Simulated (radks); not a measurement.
Tl, 81 electrons, occupied as [Hg] 6p1. All-electron calculation, Dirac Kohn-Sham, BP86, spin-unpolarised, spherical densities, point nucleus; open shells fill j = l - 1/2 first. Program: a radial shooting solver on a logarithmic mesh with Libxc functionals.

Spin-orbit splittings of the eigenvalues, e(l+1/2) - e(l-1/2), with zeta = 2 splitting/(2l+1) and mean radii in bohr:

2p: occ. 6; splitting (eV) 2067; zeta (eV) 1378; <r> j=l-1/2 0.05588; <r> j=l+1/2 0.06468
3p: occ. 6; splitting (eV) 459.5; zeta (eV) 306.3; <r> j=l-1/2 0.1674; <r> j=l+1/2 0.1835
3d: occ. 10; splitting (eV) 98.08; zeta (eV) 39.23; <r> j=l-1/2 0.1595; <r> j=l+1/2 0.1644
4p: occ. 6; splitting (eV) 111.7; zeta (eV) 74.47; <r> j=l-1/2 0.3931; <r> j=l+1/2 0.4274
4d: occ. 10; splitting (eV) 20.83; zeta (eV) 8.332; <r> j=l-1/2 0.4334; <r> j=l+1/2 0.4445
4f: occ. 14; splitting (eV) 4.599; zeta (eV) 1.314; <r> j=l-1/2 0.4645; <r> j=l+1/2 0.4710
5p: occ. 6; splitting (eV) 20.26; zeta (eV) 13.51; <r> j=l-1/2 0.9414; <r> j=l+1/2 1.036
5d: occ. 10; splitting (eV) 2.192; zeta (eV) 0.8770; <r> j=l-1/2 1.361; <r> j=l+1/2 1.420
6p: occ. 1; splitting (eV) 1.020; zeta (eV) 0.6799; <r> j=l-1/2 3.420; <r> j=l+1/2 4.029
